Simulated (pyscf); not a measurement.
**F–W(F)(SH)–SH (SMILES [F][W]([F])([SH])[SH]), singlet**

Gas-phase minimum from PySCF at ωB97X-D3(BJ)/def2-SVP, one conformer. Other isomers of F–W(F)(SH)–SH [singlet] were not searched in full and may lie lower. 

```xyz
7

F     -1.6615    -0.7001     2.2609
W     -1.6622     0.1824     0.6366
F     -2.6800     1.6082     0.0459
S      0.4662     0.6399     0.1386
S     -1.7314    -1.3768    -0.9604
H      0.7921    -0.2066    -0.8919
H     -0.4831    -1.3736    -1.5318
```
Charge 0, spin multiplicity 1.

Bond lengths (Å): F1–W2 1.849, W2–F3 1.849, W2–S4 2.233, W2–S5 2.233, S4–H6 1.373, S5–H7 1.373. Angles (°): F1–W2–F3 130.5, F1–W2–S4 107.1, F1–W2–S5 107.2, F3–W2–S4 107.2, F3–W2–S5 107.0, S4–W2–S5 90.8, W2–S4–H6 105.5, W2–S5–H7 105.5.

Properties at ωB97X-D3(BJ)/def2-SVP:

| Item | Value |
|---|---|
| Harmonic wavenumbers, unscaled | 169, 174, 174, 175, 243, 427, 446, 501, 552, 711, 723, 860, 900, 2465, 2542 cm⁻¹ |
| Zero-point energy | 15.8 kcal/mol |
| Rotational symmetry number | 2 |
| Entropy of this conformer at 298 K and 1 atm, rigid rotor and harmonic oscillator, modes under 100 cm⁻¹ raised to 100 | 356.4 J/(mol K) |
| Dipole moment | 0.03 D |

Single-point totals, which compare only within one level:

```json
[
 {"level": "ωB97X-D3(BJ)/def2-TZVP", "total energy (hartree)": "-1064.71672"},
 {"level": "PBE/def2-TZVP", "total energy (hartree)": "-1064.17575"},
 {"level": "r²SCAN/def2-TZVP", "total energy (hartree)": "-1064.56058"},
 {"level": "B3LYP-D3(BJ)/def2-TZVP", "total energy (hartree)": "-1064.72289"},
 {"level": "PBE0-D3(BJ)/def2-TZVP", "total energy (hartree)": "-1064.17646"},
 {"level": "M06-2X/def2-TZVP", "total energy (hartree)": "-1064.41865"},
 {"level": "ωB97M-D3(BJ)/def2-TZVP", "total energy (hartree)": "-1064.72505"}
]
```

Soft torsions are taken as harmonic, which can shift the entropy by several J/(mol K). Elements past Kr carry the def2 core potentials, without spin-orbit coupling.
